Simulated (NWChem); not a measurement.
Molecule: BH3S2; SMILES SBS

```xyz
6

B      0.0000     0.0000    -0.6847
H      0.0000     0.0000    -1.8733
S     -1.5554     0.0000     0.2349
H     -2.3756     0.0000    -0.8362
S      1.5554     0.0000     0.2349
H      2.3756     0.0000    -0.8362
```
Atoms are numbered in this order, from 1.

Level: B3LYP/6-31G* (spherical d) (NWChem), optimised geometry, unscaled harmonic frequencies. 

| frequency (cm⁻¹) | IR intensity (km/mol) |
|---|---|
| 242 | 0.0 |
| 307 | 0.0 |
| 431 | 25.5 |
| 647 | 6.1 |
| 786 | 76.2 |
| 789 | 6.9 |
| 883 | 35.0 |
| 952 | 1.1 |
| 1119 | 194.9 |
| 2688 | 0.8 |
| 2692 | 5.3 |
| 2709 | 69.9 |

The zero-point energy is 20.4 kcal/mol, the thermal correction to the enthalpy at 298.15 K (with zero-point energy) is 23.7 kcal/mol and the heat capacity Cv is 14.3 cal/(mol K). The entropy at 298.15 K and 1 atm (symmetry number 2) comes out as 67.1 cal/(mol K) and the dipole moment comes out as 1.83 D.

Rigid rotor and harmonic oscillator.
